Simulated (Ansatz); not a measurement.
`N=C([SiH3])BO` + `COCF` → `OBOCF` + `CC(=N)[SiH3]`  (formal exchange of groups at a B–C bond)

Calculated with Ansatz (gas phase, PBE0-D4/def2-TZVP geometries, no zero-point term in ΔE). CCSD(T)/CBS adds triple-zeta CCSD(T) − MP2 to the extrapolated MP2 energy (def2 sets, frozen cores). Functionals use def2-TZVPP. B3LYP here is the variant with VWN-RPA as its local correlation; programs differ in this. Each species was taken in one conformer, which may not be the lowest.

| level | ΔE (kcal/mol) |
| --- | --- |
| PBE-QIDH | -45.8 |
| PBE | -43.6 |
| B3LYP | -44.3 |
| MP2/CBS(def2) | -46.3 |

Problem. What does CCSD(T)/CBS give? (An estimate is asked.)

Solution. Ansatz gave: -44.5 kcal/mol. The listed levels differ from it by -1.3, 0.9, 0.2, -1.8 kcal/mol.

Problem. What do rigid-rotor, harmonic-oscillator terms from PBE0-D4/def2-TZVP frequencies (298.15 K, 1 bar) make of the CCSD(T)/CBS value? (An estimate is asked.)

Solution. Computed: ΔZPE = +0.1 kcal/mol, ΔH = -44.4 kcal/mol, ΔS = -1 J/(mol·K), ΔG = -44.4 kcal/mol.

Largest T1 diagnostic among the species: 0.014.

At CCSD(T), def2-SVP lies −0.7 kcal/mol from the extrapolated value and def2-TZVPP +0.3 kcal/mol. From BLYP to BHLYP (50 % exact exchange), in def2-TZVPP and without D4, ΔE moves by −2.2 kcal/mol. Leaving LDA and LC-ωPBE aside and taking each functional with its dispersion term where it has one, the values, not all of them listed here, spread over 3.3 kcal/mol, from r2SCAN0-D4 to revPBE-D4. LDA lies −2.4 kcal/mol from PBE without D4.
